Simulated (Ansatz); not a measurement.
Coupled-cluster diagnostics for ZnF₂⁺ (the lowest doublet isomer of a short search), Ansatz.

Geometry of the doublet (B3LYP-D4/def2-TZVP):

```csv
atom,x (Å),y (Å),z (Å)
Zn1,0.000,0.000,0.000
F2,0.528,-1.596,0.583
F3,-0.528,1.596,-0.583
```

Correlated methods freeze 11 core orbitals. In the quartet geometry the species has come apart into loosely held pieces. The structure comes from a short search, and lower isomers may exist.

Geometry of the charge 1 quartet (B3LYP-D4/def2-TZVP):

Cartesian coordinates in Å:
```
Zn -0.003 0.027 0.003
F 0.289 0.297 -2.531
F -0.286 -0.324 2.528
```

Task: Estimate the CCSD(T) correlation energy, the shares of MP2 and (T), T1 and the reference's ⟨S²⟩ for: charge 1, doublet, own geometry in def2-TZVPP; charge 1, quartet, own geometry in def2-TZVPP; and the rough time on 2 threads of Arm Neoverse V2 on a shared host.

Result: 
```csv
state,basis,correlation (eV),MP2 share (%),(T) share (%),T1,⟨S²⟩ (pure),wall time
"charge 1, doublet, own geometry",def2-TZVPP,-24.982,100.9,2.7,0.031,0.75 (0.75),21 s
"charge 1, quartet, own geometry",def2-TZVPP,-23.022,100.1,2.1,0.010,3.76 (3.75),18 s
```
Customary marks for T1 are 0.02 (closed shells), 0.045 (open shells) and about 0.05 (3d metals). T1 exceeds 0.02 in 1 of 2 rows and 0.045 in 0; the higher it lies, the less the single-reference result can be trusted.
